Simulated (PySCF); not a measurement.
## `[BH3-][P@@+](C)(P)CC=C`, C$_{4}$H$_{13}$BP$_{2}$

Cartesian coordinates in Å; atom numbers follow the order of the lines, from 1:
```xyz
20

B    -1.6663   -0.6812    1.1531
P    -0.6849    0.0166   -0.3769
C    -1.5324   -0.1821   -1.9991
P    -0.1200    2.1206   -0.4449
C     0.9542   -0.7816   -0.7460
C     1.8533   -0.5693    0.4224
C     2.7882    0.3638    0.4656
H    -0.9838   -0.4421    2.0991
H    -2.6921   -0.0748    1.1411
H    -1.7871   -1.8406    0.9160
H    -1.6966   -1.2430   -2.1809
H    -0.9449    0.2463   -2.8097
H    -2.5003    0.3140   -1.9482
H     0.2456    2.1175    0.8971
H    -1.4250    2.5089   -0.1461
H     1.3697   -0.3336   -1.6527
H     0.7658   -1.8457   -0.9106
H     1.6667   -1.2065    1.2762
H     3.4051    0.5132    1.3347
H     2.9795    1.0104   -0.3772
```

Level of theory: GIAO B97-2/pcSseg-1 magnetisability, rotational g tensor and spin-rotation constants, non-relativistic, gas phase in PySCF. Geometry: GFN2-xTB.

(1) What are the magnetisability and the molar susceptibility?

(2) Split it along the inertial axes a, b, c into diamagnetic and paramagnetic parts about the centre of mass, with the quadrupole moment.

(3) And the rotational g tensor?

Results:

(1) Isotropic -1647 × 10⁻³⁰ J/T², or -99.2 × 10⁻⁶ cm³/mol; principal values -1727, -1636, -1579 × 10⁻³⁰ J/T², anisotropy 130 × 10⁻³⁰ J/T² (root of half the summed squared differences of the principal values). The susceptibility is in cgs units.

(2) 
| axis | χ (10⁻⁶ cm³/mol) | diamagnetic (10⁻⁶ cm³/mol) | paramagnetic (10⁻⁶ cm³/mol) | summed x² of all electrons (Å²) | quadrupole Θ (D Å) |
| --- | --- | --- | --- | --- | --- |
| a | -100.2 | -754.7 | 654.5 | 178.8 | +4.62 |
| b | -98.3 | -1059.5 | 961.2 | 107.0 | -1.00 |
| c | -99.1 | -1212.4 | 1113.4 | 70.9 | -3.62 |

Anisotropies 2χaa − χbb − χcc = -3.1 and 2χbb − χaa − χcc = +2.8 × 10⁻⁶ cm³/mol. Θ is traceless in Buckingham's convention.

(3) 
| axis | rotational constant (GHz) | g | nuclear part | electronic part |
| --- | --- | --- | --- | --- |
| a | 1.9718 | -0.0154 | 0.5908 | -0.6063 |
| b | 1.3594 | -0.0098 | 0.6041 | -0.6139 |
| c | 1.1215 | -0.0068 | 0.5798 | -0.5866 |

Asymmetric top; isotopes 11B, 12C, 1H, 31P; no vibrational averaging.
